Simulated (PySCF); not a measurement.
OsO2F2 relaxed at several levels

Computed with PySCF 2.14.0, def2-SVP on the ligands, density fitting, scalar-relativistic core potentials, no spin-orbit coupling, vacuum. Each row is relaxed at its own level from the same template. Distances are means of the shortest metal–ligand contacts, charges and spins Mulliken's.

```
level   basis on the metal    state  point group  M–O (Å)  M–F (Å)  charge on M (e)  spin on M (e)  dipole (D)  HOMO–LUMO gap (eV)  strongest infrared band, degenerate modes summed (cm⁻¹)  unstable modes (below −25 cm⁻¹)
  PBE  def2-SVP with ECP60  triplet          C2v    1.724    1.888             1.10           1.22        0.08                0.24                                                      869                                0
```

What does the calculation give for BP86, def2-SVP with ECP60?

state: triplet, point group: C2v, M–O (Å): 1.726, M–F (Å): 1.889, charge on M (e): 1.11, spin on M (e): 1.22, dipole (D): 0.09, HOMO–LUMO gap (eV): 0.21, strongest infrared band, degenerate modes summed (cm⁻¹): 866, unstable modes (below −25 cm⁻¹): 0.
```xyz
5

Os    0.0000    0.0000    0.1238
O     0.9718    0.9718    1.1683
O    -0.9718   -0.9718    1.1683
F     0.9070   -0.9070   -1.2629
F    -0.9070    0.9070   -1.2629
```

One start shape was tried for each, so a minimum needn't be the lowest isomer. Open shells may have lower solutions than those found.
